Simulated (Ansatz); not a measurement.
H2O2S2, SMILES OSSO.

Geometry optimised at B3LYP-D3(BJ)/def2-SVP. One conformer was computed; it need not be the lowest.

Two levels are set side by side: PBE/def2-SVPD (Ansatz, a program for electronic structure) and PBE0/def2-SVPD (Ansatz). Energy differences of separate SCF runs at the same geometry; the states with an electron removed or added have multiplicity 2 and 2. Differences are taken from unrounded values.

```json
[
 {"quantity": "vertical ionisation energy (eV)", "PBE": "9.58"},
 {"quantity": "vertical singlet–triplet gap (eV)", "PBE": "4.01"}
]
```

**Question.** These are the PBE values. What does PBE0 give? (The exact figures need the calculation; the answer reports its results.)

**Answer.** 
| quantity | PBE0 | PBE minus PBE0 |
|---|---|---|
| vertical ionisation energy (eV) | 9.88 | -0.30 |
| vertical singlet–triplet gap (eV) | 4.27 | -0.26 |
